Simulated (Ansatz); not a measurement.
Molecular dynamics of CH3ClZn

The input (input.yaml):

```yaml
crystal:
  periodic: [false, false, false]
  atoms:
    - { symbol: Zn, position_ang: [0.0, 0.0, 0.026601] }
    - { symbol: Cl, position_ang: [0.0, 0.0, 2.177625] }
    - { symbol: C, position_ang: [0.0, 0.0, -1.956056] }
    - { symbol: H, position_ang: [0.27292, -0.983071, -2.346557] }
    - { symbol: H, position_ang: [-0.987824, 0.25518, -2.346556] }
    - { symbol: H, position_ang: [0.714905, 0.727891, -2.346557] }
basis:
  gaussian: { orbitals: def2-SVP }
hamiltonian:
  xc: hf
md:
  timestep: 0.5
  n_steps: 100
  ensemble: nvt_nose_hoover
  temperature: 500.0
  initial_velocities: maxwell_boltzmann
  seed: 157667
  nose_hoover: { tau: 20.0, chain_length: 3 }
  masses: [{ species: H, mass: 2.014 }]
```

Launched with:

```bash
$ ansatz run input.yaml --threads 1 --pin off --max-ram 2048MiB --backend cpu --events-out ev --progress --plain --runs-dir out
```

It starts from a relaxed structure.

Output, in part (one step line in 2, the closing report, with atoms numbered from 0):

```
md step     0: t =     0.00 fs  T =   500.0 K  F+E_penalty+E_count = -61948.23545670 eV  E_kin = 0.258520 eV  conserved = -61947.97693670 eV  (35 SCF iters)
md step     2: t =     1.00 fs  T =   458.3 K  F+E_penalty+E_count = -61948.21351782 eV  E_kin = 0.236953 eV  conserved = -61947.97657518 eV  (35 SCF iters)
md step     4: t =     2.00 fs  T =   365.2 K  F+E_penalty+E_count = -61948.16476818 eV  E_kin = 0.188821 eV  conserved = -61947.97606199 eV  (35 SCF iters)
md step     6: t =     3.00 fs  T =   278.9 K  F+E_penalty+E_count = -61948.11950721 eV  E_kin = 0.144225 eV  conserved = -61947.97569602 eV  (35 SCF iters)
md step     8: t =     4.00 fs  T =   242.8 K  F+E_penalty+E_count = -61948.10019738 eV  E_kin = 0.125531 eV  conserved = -61947.97561202 eV  (26 SCF iters)
md step    10: t =     5.00 fs  T =   267.4 K  F+E_penalty+E_count = -61948.11223365 eV  E_kin = 0.138232 eV  conserved = -61947.97581078 eV  (35 SCF iters)
md step    12: t =     6.00 fs  T =   329.6 K  F+E_penalty+E_count = -61948.14344222 eV  E_kin = 0.170437 eV  conserved = -61947.97620419 eV  (35 SCF iters)
md step    14: t =     7.00 fs  T =   383.7 K  F+E_penalty+E_count = -61948.16979775 eV  E_kin = 0.198391 eV  conserved = -61947.97662449 eV  (36 SCF iters)
md step    16: t =     8.00 fs  T =   382.5 K  F+E_penalty+E_count = -61948.16684891 eV  E_kin = 0.197747 eV  conserved = -61947.97677924 eV  (36 SCF iters)
md step    18: t =     9.00 fs  T =   313.0 K  F+E_penalty+E_count = -61948.12801093 eV  E_kin = 0.161818 eV  conserved = -61947.97636624 eV  (36 SCF iters)
md step    20: t =    10.00 fs  T =   226.5 K  F+E_penalty+E_count = -61948.08032331 eV  E_kin = 0.117117 eV  conserved = -61947.97558503 eV  (35 SCF iters)
md step    22: t =    11.00 fs  T =   210.3 K  F+E_penalty+E_count = -61948.06959557 eV  E_kin = 0.108741 eV  conserved = -61947.97532161 eV  (26 SCF iters)
md step    24: t =    12.00 fs  T =   294.2 K  F+E_penalty+E_count = -61948.11075881 eV  E_kin = 0.152123 eV  conserved = -61947.97598314 eV  (35 SCF iters)
md step    26: t =    13.00 fs  T =   408.2 K  F+E_penalty+E_count = -61948.16590209 eV  E_kin = 0.211076 eV  conserved = -61947.97676633 eV  (35 SCF iters)
md step    28: t =    14.00 fs  T =   460.1 K  F+E_penalty+E_count = -61948.18671939 eV  E_kin = 0.237887 eV  conserved = -61947.97688986 eV  (35 SCF iters)
md step    30: t =    15.00 fs  T =   422.5 K  F+E_penalty+E_count = -61948.16031328 eV  E_kin = 0.218444 eV  conserved = -61947.97643264 eV  (35 SCF iters)
md step    32: t =    16.00 fs  T =   336.5 K  F+E_penalty+E_count = -61948.10942020 eV  E_kin = 0.174007 eV  conserved = -61947.97586213 eV  (35 SCF iters)
md step    34: t =    17.00 fs  T =   264.2 K  F+E_penalty+E_count = -61948.06668128 eV  E_kin = 0.136618 eV  conserved = -61947.97552169 eV  (35 SCF iters)
md step    36: t =    18.00 fs  T =   246.9 K  F+E_penalty+E_count = -61948.05302255 eV  E_kin = 0.127656 eV  conserved = -61947.97550616 eV  (35 SCF iters)
md step    38: t =    19.00 fs  T =   290.1 K  F+E_penalty+E_count = -61948.07013306 eV  E_kin = 0.149987 eV  conserved = -61947.97574042 eV  (35 SCF iters)
md step    40: t =    20.00 fs  T =   368.3 K  F+E_penalty+E_count = -61948.10364008 eV  E_kin = 0.190450 eV  conserved = -61947.97610983 eV  (36 SCF iters)
md step    42: t =    21.00 fs  T =   437.2 K  F+E_penalty+E_count = -61948.13001803 eV  E_kin = 0.226037 eV  conserved = -61947.97648497 eV  (35 SCF iters)
md step    44: t =    22.00 fs  T =   450.4 K  F+E_penalty+E_count = -61948.12589245 eV  E_kin = 0.232851 eV  conserved = -61947.97660471 eV  (35 SCF iters)
md step    46: t =    23.00 fs  T =   393.3 K  F+E_penalty+E_count = -61948.08503455 eV  E_kin = 0.203343 eV  conserved = -61947.97612286 eV  (36 SCF iters)
md step    48: t =    24.00 fs  T =   320.9 K  F+E_penalty+E_count = -61948.03723814 eV  E_kin = 0.165903 eV  conserved = -61947.97521154 eV  (36 SCF iters)
md step    50: t =    25.00 fs  T =   334.4 K  F+E_penalty+E_count = -61948.03503316 eV  E_kin = 0.172907 eV  conserved = -61947.97493076 eV  (36 SCF iters)
md step    52: t =    26.00 fs  T =   469.7 K  F+E_penalty+E_count = -61948.09437507 eV  E_kin = 0.242854 eV  conserved = -61947.97581051 eV  (35 SCF iters)
md step    54: t =    27.00 fs  T =   635.8 K  F+E_penalty+E_count = -61948.16504190 eV  E_kin = 0.328760 eV  conserved = -61947.97678304 eV  (35 SCF iters)
md step    56: t =    28.00 fs  T =   713.1 K  F+E_penalty+E_count = -61948.18562527 eV  E_kin = 0.368707 eV  conserved = -61947.97682154 eV  (36 SCF iters)
md step    58: t =    29.00 fs  T =   671.0 K  F+E_penalty+E_count = -61948.14422115 eV  E_kin = 0.346955 eV  conserved = -61947.97610451 eV  (36 SCF iters)
md step    60: t =    30.00 fs  T =   571.3 K  F+E_penalty+E_count = -61948.07582361 eV  E_kin = 0.295364 eV  conserved = -61947.97535005 eV  (36 SCF iters)
md step    62: t =    31.00 fs  T =   495.0 K  F+E_penalty+E_count = -61948.02293814 eV  E_kin = 0.255944 eV  conserved = -61947.97502997 eV  (36 SCF iters)
md step    64: t =    32.00 fs  T =   483.9 K  F+E_penalty+E_count = -61948.00563423 eV  E_kin = 0.250214 eV  conserved = -61947.97513069 eV  (36 SCF iters)
md step    66: t =    33.00 fs  T =   531.7 K  F+E_penalty+E_count = -61948.01885231 eV  E_kin = 0.274911 eV  conserved = -61947.97539467 eV  (35 SCF iters)
md step    68: t =    34.00 fs  T =   607.0 K  F+E_penalty+E_count = -61948.04549043 eV  E_kin = 0.313839 eV  conserved = -61947.97568220 eV  (36 SCF iters)
md step    70: t =    35.00 fs  T =   670.4 K  F+E_penalty+E_count = -61948.06542578 eV  E_kin = 0.346614 eV  conserved = -61947.97600594 eV  (35 SCF iters)
md step    72: t =    36.00 fs  T =   679.0 K  F+E_penalty+E_count = -61948.05744746 eV  E_kin = 0.351066 eV  conserved = -61947.97625052 eV  (35 SCF iters)
md step    74: t =    37.00 fs  T =   606.1 K  F+E_penalty+E_count = -61948.00865489 eV  E_kin = 0.313387 eV  conserved = -61947.97599033 eV  (36 SCF iters)
md step    76: t =    38.00 fs  T =   488.6 K  F+E_penalty+E_count = -61947.93858285 eV  E_kin = 0.252624 eV  conserved = -61947.97501967 eV  (36 SCF iters)
md step    78: t =    39.00 fs  T =   438.0 K  F+E_penalty+E_count = -61947.90525078 eV  E_kin = 0.226487 eV  conserved = -61947.97431679 eV  (36 SCF iters)
md step    80: t =    40.00 fs  T =   530.8 K  F+E_penalty+E_count = -61947.94754054 eV  E_kin = 0.274469 eV  conserved = -61947.97504444 eV  (36 SCF iters)
md step    82: t =    41.00 fs  T =   691.1 K  F+E_penalty+E_count = -61948.02414791 eV  E_kin = 0.357309 eV  conserved = -61947.97633628 eV  (35 SCF iters)
md step    84: t =    42.00 fs  T =   772.4 K  F+E_penalty+E_count = -61948.05871828 eV  E_kin = 0.399344 eV  conserved = -61947.97662181 eV  (35 SCF iters)
md step    86: t =    43.00 fs  T =   725.3 K  F+E_penalty+E_count = -61948.02730352 eV  E_kin = 0.375030 eV  conserved = -61947.97586862 eV  (35 SCF iters)
md step    88: t =    44.00 fs  T =   619.8 K  F+E_penalty+E_count = -61947.96743208 eV  E_kin = 0.320456 eV  conserved = -61947.97504689 eV  (36 SCF iters)
md step    90: t =    45.00 fs  T =   545.0 K  F+E_penalty+E_count = -61947.92535057 eV  E_kin = 0.281787 eV  conserved = -61947.97481462 eV  (36 SCF iters)
md step    92: t =    46.00 fs  T =   531.1 K  F+E_penalty+E_count = -61947.91582336 eV  E_kin = 0.274583 eV  conserved = -61947.97504808 eV  (36 SCF iters)
md step    94: t =    47.00 fs  T =   554.3 K  F+E_penalty+E_count = -61947.92578983 eV  E_kin = 0.286579 eV  conserved = -61947.97529867 eV  (36 SCF iters)
md step    96: t =    48.00 fs  T =   583.0 K  F+E_penalty+E_count = -61947.93871953 eV  E_kin = 0.301440 eV  conserved = -61947.97540861 eV  (35 SCF iters)
md step    98: t =    49.00 fs  T =   598.9 K  F+E_penalty+E_count = -61947.94535215 eV  E_kin = 0.309666 eV  conserved = -61947.97552435 eV  (35 SCF iters)
md step   100: t =    50.00 fs  T =   586.4 K  F+E_penalty+E_count = -61947.93779561 eV  E_kin = 0.303217 eV  conserved = -61947.97571171 eV  (35 SCF iters)
Total energy: -61947.93779561 eV, -2276.5447241684 hartree
Atom 0 at     0.171955     0.024931     0.029920 Å, force    -0.391251     0.071809    -0.511538 eV/Å
Atom 1 at    -0.167386    -0.025434     2.177767 Å, force     0.233916     0.019595    -0.278691 eV/Å
Atom 2 at    -0.233137    -0.035528    -1.972132 Å, force    -0.302648    -0.139853    -0.671113 eV/Å
Atom 3 at    -0.133725    -1.118131    -2.342707 Å, force    -0.061262     1.816677     0.291956 eV/Å
Atom 4 at    -1.307981     0.246963    -2.013054 Å, force     0.331052    -0.552296     0.164289 eV/Å
Atom 5 at     0.196244     0.721410    -2.698263 Å, force     0.190192    -1.215933     1.005096 eV/Å
Dipole moment:     0.228477     0.031369    -0.520158 e Å
```

The run went to its last step. The conserved energy stayed within 0.44 meV per atom of its start (net change 0.2 meV per atom), so the integration is sound. The mean temperature of the second half is 17 % above the set value. A run of 0.05 ps of so small a system gives no equilibrium averages.

The same pairs are bonded in the first frame and the last. Pairs count as bonded within 1.25 times the sum of covalent radii (0.12 Å more for H–H).

Last frame:

```xyz
6
Properties=species:S:1:pos:R:3
Zn 0.172 0.025 0.030
Cl -0.167 -0.025 2.178
C -0.233 -0.035 -1.972
H -0.134 -1.118 -2.343
H -1.308 0.247 -2.013
H 0.196 0.721 -2.698
```

Run time: 100 s on 1 thread of Arm Neoverse V2, with other jobs on the host, peak memory 0.14 GiB.
